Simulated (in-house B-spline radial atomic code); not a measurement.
## TDHF excitations of K II (K+)

Method: TDHF. Computed with an all-electron radial atomic-structure program (B-spline basis): linear response of the closed shell [Ne] 3s2 3p6 with bare exchange (time-dependent Hartree-Fock); non-relativistic, point nucleus, no spin-orbit coupling, no double excitations, S, P, D and F terms only. Only terms of natural parity with L up to 3 were computed.

Command:
```bash
python run_td.py task.json out
```
Settings (radii: box in bohr, nucleus in fm):
```
Z                        19
electrons                18
configuration            [Ne] 3s2 3p6
hamiltonian              nr
method                   hf
box_radius               41.61
intervals                55
```

Run time, properties included: 0.4 s on 1 thread of Intel(R) Xeon(R) Platinum 8375C CPU @ 2.90GHz (Ice Lake) (shared host).

The lowest states, in the order of their Tamm-Dancoff energies; the method's threshold (minus the highest occupied level) is 31.85 eV. Labels give the largest channel, * marks a mixed state, and oscillator strengths are full-response dipole values. Energies in eV:

```tsv
state	full response	Tamm-Dancoff	oscillator strength
3p → 3d 3P	19.890	19.989	-
3p → 4s 3P	20.482	20.524	-
3p → 3d 3F	20.274	20.675	-
3p → 4s 1P	20.997	21.007	0.475
3p → 3d 1F	22.321	22.383	-
3p → 4p 3S	22.569	22.625	-
3p → 4p 3D	23.306	23.338	-
3p → 4p 1D	23.590	23.596	-
3p → 4p 1S	24.432	24.529	-
3p → 3d 1P	?	?	?
3p → 5s 3P	?	?	-
3p → 5s 1P	26.748	26.751	0.0984
3p → 4d 3P	26.876	26.885	-
3p → 4d 3F	26.965	26.997	-
3p → 4d 1F	27.208	27.217	-
3p → 5p 3S	27.351	27.365	-
3p → 5p 3D	27.570	27.579	-
3p → 5p 1D	27.658	27.659	-
3p → 5p 1S	27.958	27.997	-
3p → 4d 1P	28.144	28.290	0.714
3p → 4f 3D	28.399	28.399	-
3p → 4f 1D	28.414	28.414	-
```

**Question.** Where does 3p → 3d 1P lie?

**Answer.** At 25.293 eV in full response, 25.542 eV in Tamm-Dancoff, oscillator strength 1.69.

**Question.** Where does 3p → 5s 3P lie?

**Answer.** At 26.609 eV in full response, 26.618 eV in Tamm-Dancoff.

**Question.** How large is the singlet-triplet splitting of 3p → 4s (P terms) in Tamm-Dancoff?

**Answer.** 0.483 eV, from the unrounded values.

**Question.** What polarisabilities and dispersion coefficient does the method give?

**Answer.** Dipole 5.46 bohr³, quadrupole 16.36 bohr⁵, C6 23.23 hartree·bohr⁶ for two such species.
